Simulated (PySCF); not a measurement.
## Field gradients at the hydrogen positions

C₅H₁₃FSi.
Geometry (GFN2-xTB, Å), atoms numbered from 1 in this order:
```xyz
20
C5H13FSi angstrom
C      3.1832    0.5603   -0.3765
C      2.0643   -0.3975    0.0154
C      0.6858    0.1661   -0.3315
Si    -0.7306   -1.0292    0.0821
F     -0.4668   -2.3896   -0.7635
C     -2.4281   -0.3781   -0.4649
C     -2.8992    0.8421    0.3205
H      3.1694    0.7456   -1.4486
H      3.0669    1.5127    0.1373
H      4.1534    0.1448   -0.1137
H      2.1160   -0.5931    1.0884
H      2.2036   -1.3501   -0.4985
H      0.6660    0.4038   -1.3984
H      0.5520    1.1123    0.1961
H     -0.7135   -1.4862    1.4685
H     -3.1656   -1.1747   -0.3546
H     -2.4068   -0.1279   -1.5277
H     -2.2075    1.6720    0.1961
H     -2.9668    0.6116    1.3812
H     -3.8810    1.1658   -0.0205
```

Level: PBE0/pcSseg-1 (PySCF, non-relativistic); Q(2H) = 0.00286 b; rigid geometry, the same for H and D, with no vibrational averaging.

Question: Rank these positions by the coupling χzz of a deuteron there, largest first.
A. H13 (methylene hydrogen)
B. H12 (methylene hydrogen)
C. H18 (methyl hydrogen)
D. H15 (Si–H hydrogen)

Answer: C (212 kHz), A (207 kHz), B (203 kHz), D (109 kHz).

Q: Give the electric field gradient Vzz (the principal value of largest size), its asymmetry and the 2H coupling at each hydrogen.

A: 
```tsv
atom	bonded to	bond length (Å)	Vzz (au)	η	χzz (kHz)
H8	C1	1.088	0.3145	0.02	211
H9	C1	1.088	0.3140	0.02	211
H10	C1	1.088	0.3162	0.02	212
H11	C2	1.092	0.3040	0.03	204
H12	C2	1.091	0.3023	0.03	203
H13	C3	1.093	0.3083	0.03	207
H14	C3	1.092	0.3124	0.03	210
H15	Si4	1.460	0.1626	0.01	109
H16	C6	1.091	0.3115	0.02	209
H17	C6	1.092	0.3106	0.02	209
H18	C7	1.088	0.3151	0.02	212
H19	C7	1.088	0.3144	0.02	211
H20	C7	1.089	0.3139	0.02	211
```

Q: Average by the element that carries the hydrogen.

A: on C: 209 kHz over 12 positions, mean bond length 1.090 Å; on Si: 109 kHz over 1 position, mean bond length 1.460 Å.

Q: A static deuteron (I = 1) shows a doublet split by (3/2)χ, (3/4)χ(1 + η) and (3/4)χ(1 − η) with the field along z, y and x of the gradient. What are these for H8?

A: With |χ| = 211.3 kHz and η = 0.021: 317, 162 and 155 kHz, to first order and without motion.

Isolated species at its GFN2-xTB geometry (one conformer only). GFN2-xTB bond lengths can be off by several hundredths of an ångström, more for odd bonds, and the gradients follow them. With so small a basis the couplings can be 20 % off.
